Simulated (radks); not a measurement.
Values are calculated unless marked as measured or tabulated.
Problem. These are the eigenvalues of the occupied orbitals of an atom or ion with whole-number occupations (eV). Code: a radial shooting solver on a logarithmic mesh with Libxc functionals. Model: scalar-relativistic Kohn-Sham, PBE, spin-polarised, spherical densities, point nucleus.

orbital  eigenvalue
1s up     -9128.431
1s down   -9128.431
2s up     -1347.134
2s down   -1345.916
2p up     -1201.408
2p down   -1200.494
3s up     -362.5111
3s down   -360.4947
3p up     -317.8757
3p down   -315.8591
3d up     -248.2261

Which element is it, and in what charge state? The configuration may be excited. Open shells, if any, are filled with parallel spins first.

Solution. Z = 29, copper, charge +10: Cu10+ in [Ar] 3d1. The list shows which subshells hold electrons but not how many an open one holds; the 1s level, -335.46 hartree, gives Z - s = 25.9 by -(Z - s)^2/2, which with screening and relativity narrows Z to a few neighbours, and the depths of the outer levels then fix element, charge and occupations together.
